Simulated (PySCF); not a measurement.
A side-by-side comparison of computed properties.

First species: C7H6FN.
InChI=1S/C7H6FN/c1-7(8)3-2-6(4-7)5-9/h2-4H,1H3/t7-/m1/s1

Second species: C₅H₈F₃N.
SMILES with atom numbers: `[CH3:1][NH:2][C@H:3]([CH3:4])[C:5]([F:6])=[C:7]([F:8])[F:9]` (hydrogens: H10, H11, H12 on C1; H13 on N2; H14 on C3; H15, H16, H17 on C4)

Geometry (GFN2-xTB, Å), atoms numbered from 1 in this order:
```
atom  x, y, z in Å
C1    -1.8758   -0.7774    0.4910
N2    -1.2498    0.4636    0.0846
C3     0.1858    0.5172    0.2606
C4     0.6814    1.9333   -0.0322
C5     0.9084   -0.4737   -0.6307
F6     0.7859   -0.2488   -1.9563
C7     1.5531   -1.5608   -0.2303
F8     2.1353   -2.4661   -1.0068
F9     1.7207   -1.8707    1.0521
H10   -1.5783   -1.6499   -0.1077
H11   -1.6208   -0.9719    1.5328
H12   -2.9545   -0.6558    0.4139
H13   -1.4903    0.6846   -0.8773
H14    0.4035    0.2526    1.3013
H15    0.1149    2.6373    0.5694
H16    1.7371    2.0234    0.2080
H17    0.5364    2.1751   -1.0825
```

Levels: PBE0/pcSseg-1 for dipole moment, HOMO energy, LUMO energy and HOMO–LUMO gap; GFN2-xTB for rotational constant A and rotational constant C. Geometries: GFN2-xTB. Each structure is a single optimised conformer of the isolated species, non-relativistic unless stated. Electronic properties by PySCF.

Dipoles, sizes and rotational constants follow the conformer. The torsions of the flexible species, by atom-mapped SMILES:
- `[CH3:1][NH:2][C@H:3]([CH3:4])[C:5]([F:6])=[C:7]([F:8])[F:9]`: C1–N2–C3–C4 -173°, N2–C3–C5–F6 64°

| property | column X | column Y |
| --- | --- | --- |
| dipole moment | 3.84 D | 1.12 D |
| HOMO energy | -7.42 eV | -6.76 eV |
| LUMO energy | -2.41 eV | 0.68 eV |
| HOMO–LUMO gap | 5.01 eV | 7.44 eV |
| rotational constant A | 3.920 GHz | 2.084 GHz |
| rotational constant C | 0.968 GHz | 0.994 GHz |

(1) Which column belongs to which species?

(2) How does each property change from the first species to the second?

## Answers

(1) Column X is the first species and column Y the second. The first has 15 atoms and 64 electrons, the second 17 and 72.

(2) dipole moment -2.72 D; HOMO energy +0.66 eV; LUMO energy +3.09 eV; HOMO–LUMO gap +2.43 eV; rotational constant A -1.836 GHz; rotational constant C +0.026 GHz.

On the first: A dipole of 3.84 D is allowed in C1, and pure rotational transitions are dipole-allowed. The dipole equals about 12.8 × 10⁻³⁰ C·m (1 D = 3.33564 × 10⁻³⁰ C·m).

On the second: The dipole matches unit charges of opposite sign 0.23 Å apart (1 e·Å = 4.8032 D).
